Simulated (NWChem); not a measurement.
Species: AlPH4; SMILES [PH2][AlH2]

```xyz
6

Al    -0.0190     1.1968     0.0000
H     -0.0632     1.9762    -1.3851
H     -0.0632     1.9762     1.3851
P     -0.0893    -1.1289     0.0000
H      0.8565    -1.2885    -1.0579
H      0.8565    -1.2885     1.0579
```
Atoms are numbered in this order, from 1.

Geometry: optimised at PBE0/def2-SVP.

Symmetry labels are those of Cs in the frame above (b1 and b2, or b-type labels, depend on it).

### Question
List the 6 lowest vertical singlet excitations from CAM-B3LYP/6-31+G* (spherical d), TDA (NWChem).

### Answer
```csv
state,energy (eV),oscillator strength,symmetry,leading excitation (squared amplitude)
S1,4.61,0.035,a',HOMO → LUMO (0.90)
S2,5.61,0.000,a",HOMO−1 → LUMO (0.98)
S3,5.96,0.125,a',HOMO → LUMO+1 (0.89)
S4,6.31,0.045,a',HOMO−2 → LUMO (0.78)
S5,6.43,0.007,a",HOMO → LUMO+5 (0.90)
S6,7.07,0.443,a',HOMO → LUMO+2 (0.72)
```
